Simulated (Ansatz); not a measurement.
All values below come from Ansatz (an electronic-structure program) with frozen-core CCSD(T)/cc-pVTZ // PBE0-D4/def2-TZVP. The geometry is that of the parent before the electron was removed.

Ansatz 0.2 input:
```yaml
crystal:
  periodic: [false, false, false]
  atoms:
    - { symbol: B, position_ang: [1.945678, -0.085339, 0.321895] }
    - { symbol: C, position_ang: [0.534725, 0.282663, -0.192515] }
    - { symbol: O, position_ang: [-0.459268, -0.669861, 0.073279] }
    - { symbol: C, position_ang: [-1.715444, -0.289151, -0.412766] }
    - { symbol: H, position_ang: [2.165661, -1.105876, 0.90118] }
    - { symbol: H, position_ang: [2.830212, 0.69559, 0.120058] }
    - { symbol: H, position_ang: [0.614047, 0.485954, -1.280298] }
    - { symbol: H, position_ang: [0.266526, 1.271143, 0.233896] }
    - { symbol: H, position_ang: [-2.058054, 0.650162, 0.045034] }
    - { symbol: H, position_ang: [-1.702292, -0.15361, -1.503972] }
    - { symbol: H, position_ang: [-2.421797, -1.081679, -0.163754] }
basis:
  gaussian: { orbitals: cc-pVTZ }
correlation:
  method: ccsd_t
total_charge: 1
magnetization:
  spin_polarized: true
  initial_magnetization: 1
```

Output:

```
Functional definition: HF
1239 factors; integrals over basis functions are off by at most 1.1e-3 eV
mean field evaluation 1: about -4862.4874 eV, gradient 3.8e1 eV
mean field evaluation 2: about -4862.4890 eV, gradient 3.8e1 eV
mean field evaluation 4: about -4871.0584 eV, gradient 1.3e1 eV
mean field evaluation 8: about -4872.3906 eV, gradient 2.2e-1 eV
mean field evaluation 16: about -4871.0588 eV, gradient 1.3e1 eV
mean field evaluation 32: about -4872.3902 eV, gradient 2.1e-1 eV
mean field evaluation 64: about -4870.2242 eV, gradient 3.1e-1 eV
mean field evaluation 96: about -4869.3650 eV, gradient 6.1e-1 eV
mean field evaluation 128: about -4870.6541 eV, gradient 1.4e-3 eV
mean field evaluation 160: about -4870.2364 eV, gradient 4.8e-2 eV
mean field evaluation 192: about -4870.6541 eV, gradient 2.7e-3 eV
mean field evaluation 224: about -4866.6729 eV, gradient 5.0e-1 eV
mean field evaluation 256: about -4866.7286 eV, gradient 5.6e-1 eV
mean field evaluation 288: about -4865.6566 eV, gradient 5.7e-1 eV
mean field -4872.39096961 eV, -179.0570655080 hartree, gradient 2.3e-6 eV, S^2 0.764076; 7 other end points of the search recorded, 0 dependent functions left out
determinant -4872.39096961 eV, -179.0570655080 hartree, with singles and doubles -4891.32218573 eV, -179.7527748684 hartree
determinant -4870.65410848 eV, -178.9932370388 hartree, with singles and doubles -4889.76748305 eV, -179.6956405988 hartree
determinant -4870.23695307 eV, -178.9779068603 hartree, with singles and doubles -4889.81456772 eV, -179.6973709282 hartree
determinant -4869.31140552 eV, -178.9438936149 hartree, with singles and doubles -4888.68389307 eV, -179.6558194012 hartree
4 core orbitals not correlated
reference -4872.39096961 eV, -179.0570655080 hartree; 12, 11 occupied and 202, 203 virtual orbitals, 1239 factors
second order -17.14156377 eV of doubles, -0.00000000 eV of singles
cycle   1  -18.63553649 eV  change    -1.6e0 eV  update   2.5e-2
cycle   2  -18.67190942 eV  change   -3.6e-2 eV  update   6.0e-3
cycle   3  -18.67419354 eV  change   -2.3e-3 eV  update   2.7e-3
cycle   4  -18.67691835 eV  change   -2.7e-3 eV  update   1.4e-3
cycle   5  -18.67915684 eV  change   -2.2e-3 eV  update   7.4e-4
cycle   6  -18.67992860 eV  change   -7.7e-4 eV  update   2.9e-4
cycle   7  -18.68018619 eV  change   -2.6e-4 eV  update   7.5e-5
cycle   8  -18.68022455 eV  change   -3.8e-5 eV  update   2.8e-5
cycle   9  -18.68021621 eV  change    8.3e-6 eV  update   9.7e-6
perturbative correction -0.66672009 eV, -0.0245015114 hartree
Total energy: -4891.73790591 eV, -179.7680523032 hartree
```

Cost: very roughly 24 core-minutes.
